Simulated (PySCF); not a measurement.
Excitations are Tamm–Dancoff values on a coarser integration grid. The basis has no diffuse functions, so Rydberg states are missing or too high.

Cartesian coordinates (Å):
SMILES: C[SiH](C)C
```xyz
14

C      1.7299     0.2489    -0.3312
Si    -0.1246     0.0234    -0.4707
C     -1.0169     1.3875     0.4526
C     -0.6282    -1.6523     0.1987
H      2.0492     0.2024     0.7137
H      2.0410     1.2159    -0.7341
H      2.2643    -0.5305    -0.8800
H     -0.5066     0.0951    -1.9134
H     -0.7622     1.3677     1.5159
H     -0.7460     2.3712     0.0612
H     -2.1008     1.2790     0.3655
H     -0.1283    -2.4595    -0.3423
H     -1.7064    -1.8054     0.1079
H     -0.3643    -1.7433     1.2561
```
Charge 0, multiplicity 1.

### Question
What LUMO, S1–T1 gap (TDA) and dipole moment does PBE-D3(BJ)/def2-TZVP // PBE0-D3(BJ)/def2-TZVP in PySCF 2.14.0 give?

### Answer

The LUMO is 0.33 eV. The S1–T1 gap (TDA) comes out as 0.17 eV. The dipole moment is 0.61 D.
